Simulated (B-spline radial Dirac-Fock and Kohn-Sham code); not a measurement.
# Binding energies of Pb⁴⁺ at several levels of theory

System: the Pb⁴⁺ ion in the configuration [Xe] 4f14 5d9 6p1 (not the ground configuration).

The density-functional columns are spherical, spin-unpolarised Dirac-Kohn-Sham results without Breit or QED terms: −ε is minus the orbital energy of the initial state and ΔSCF the difference of two total energies. The reference in the last column comes from multi-electron Dirac-Fock with separately optimised hole states, Breit and Lamb-shift corrections added in first order. All numbers are from a B-spline atomic structure program, in eV; a selection of levels is shown. For the 1s level of heavy atoms much of the gap between ΔSCF and the reference is the Breit and QED part, -494.0 eV here; for other levels the error of the functional can be larger.

```tsv
level	LDA −ε	LDA ΔSCF	Dirac-Fock
K (1s)	87897.4	88541.8	88058.0
L1 (2s)	15750.6	15872.5	15925.7
L2 (2p1/2)	15139.6	15297.3	15257.6
L3 (2p3/2)	12952.6	13083.0	13093.2
M1 (3s)	3817.0	3854.4	3916.0
M2 (3p1/2)	3538.8	3579.2	3617.6
M3 (3p3/2)	3051.0	3087.0	3129.7
M4 (3d3/2)	2589.2	2632.3	2645.0
N1 (4s)	900.6	918.7	957.3
N2 (4p1/2)	779.9	798.0	827.9
N3 (4p3/2)	660.2	677.3	707.6
N4 (4d3/2)	462.5	479.4	496.8
N6 (4f5/2)	183.9	200.2	199.1
N7 (4f7/2)	178.8	195.0	194.2
O1 (5s)	191.5	201.9	210.6
O2 (5p1/2)	149.9	159.9	164.5
O3 (5p3/2)	127.0	136.4	141.9
O4,5 (5d)	66.81	74.98	73.55
P2,3 (6p)	38.35	42.89	40.69
```

Values without a named source are computed, but for edge energies of neutral atoms, which are taken from tables.
